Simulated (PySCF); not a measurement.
# What a mistake does to a calculation on GeH5O2Si cation

These are calculations, not measurements. They come from PySCF 2.14.0, an open-source quantum chemistry program, on an isolated molecule that a program drew, which may never have been made. The molecule is GeH5O2Si cation (charge +1, singlet), drawn as the SMILES string `O[SiH](O)[GeH2+]`.

Each row is a Hartree-Fock (HF) and frozen-core CCSD(T) single point in the cc-pV(D+d)Z basis, meant for a local HF minimum. Run 1 is clean. Each other run has one planted mistake out of seven kinds, and not every kind appears here: one electron removed, one electron added, multiplicity raised by two, geometry at a saddle point, minimal basis STO-3G, one bond length entered in bohr, all coordinates scaled. The reference is restricted for singlets and unrestricted otherwise, and also for a bond in bohr. Adding or removing an electron swaps singlet and doublet. Electrons count all cores. HOMO and LUMO are orbital energies over both spins, the gradient is its largest component, and the lowest frequency (negative if imaginary) is given only where the gradient is small. Bond lengths are over the 8 bonds as drawn. T1 is the CCSD diagnostic: over 0.02 (restricted) or 0.045 (unrestricted) a single reference is doubtful. Germanium has the cc-pVDZ-PP basis, with a core potential (ECP10MDF) in place of its 10 inner electrons, and its 3s, 3p and 3d shells are frozen in CCSD(T).

Geometry of the clean run:
```xyz
9
GeH5O2Si cation, angstrom
O     0.4687   -0.2649    3.1680
Si   -0.4838    1.0352    3.1150
O    -2.0368    0.8511    3.5083
Ge   -0.7860    1.0997    0.6941
H     0.9881   -0.5556    3.9075
H     0.1306    2.2584    3.6253
H    -2.4182    0.9570    4.3711
H    -0.4161    2.2292   -0.2568
H    -1.4066   -0.0707   -0.0531
```

| run | electrons | basis functions | <S^2> | HOMO (eV) | LUMO (eV) | gradient (hartree/bohr) | lowest frequency (cm^-1) | mean bond (Å) | longest bond (Å) | T1 | HF (hartree) | CCSD(T) (hartree) | mistake |
|---|---|---|---|---|---|---|---|---|---|---|---|---|---|
| 1 | 66 | 99 | 0.000 | -16.49 | -5.31 | 2.1e-05 | 34 | 1.5085 | 2.441 | 0.0136 | -734.77930 | -735.36990 | no fault |
| 2 | 66 | 99 | 2.009 | -13.41 | -7.99 | 7.3e-02 | - | 1.5085 | 2.441 | 0.0194 | -734.66625 | -735.25537 | multiplicity raised by two |
| 3 | 66 | 99 | 0.000 | -16.12 | -5.35 | 6.2e-02 | - | 1.6383 | 2.650 | 0.0161 | -734.72193 | -735.33179 | ? |
| 4 | 65 | 99 | 0.775 | -23.62 | -14.75 | 1.0e-01 | - | 1.5085 | 2.441 | 0.0384 | -734.20529 | -734.78868 | ? |

**Which mistake was planted in run 3, and what did it cost?**

The mean and the longest bond both change by the same factor, 1.086, and the gradient is no longer small. So the mistake is: all coordinates scaled. Subtracting run 1 and multiplying by 627.51 kcal/mol a hartree, the energy moved by 36.0 kcal/mol in HF and 23.9 kcal/mol in CCSD(T).

**Which mistake was planted in run 4, and what did it cost?**

It counts 65 electrons, one fewer than the clean run, at the same geometry and basis. So the mistake is: one electron removed. Subtracting run 1 and multiplying by 627.51 kcal/mol a hartree, the energy moved by 360.2 kcal/mol in HF and 364.7 kcal/mol in CCSD(T).

